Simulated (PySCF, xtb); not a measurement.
C2H7NOSi2, SMILES C[SiH2][SiH2]OC#N. One conformer was computed; it need not be the lowest.

Harmonic wavenumbers (cm⁻¹) from GFN2-xTB in xtb at its own minimum, in rising order: 22, 40, 97, 126, 135, 189, 342, 434, 446, 485, 499, 555, 623, 648, 653, 737, 758, 789, 804, 819, 837, 1249, 1374, 1486, 1490, 2172, 2187, 2206, 2277, 2465, 3033, 3035, 3048.

**Question.** What does PBE-D3(BJ)/def2-SVP run with PySCF 2.14.0 give at its own minimum? (Estimate from the structure and the level; the computed values follow.)

**Answer.** 20, 38, 89, 119, 154, 211, 339, 419, 479, 490, 504, 622, 638, 651, 682, 708, 797, 853, 855, 895, 904, 1171, 1217, 1384, 1386, 2159, 2160, 2173, 2200, 2309, 2981, 3083, 3086. Paired by order, the mean absolute difference is 44 cm⁻¹ and the zero-point energies are 51.5 and 51.1 kcal/mol.
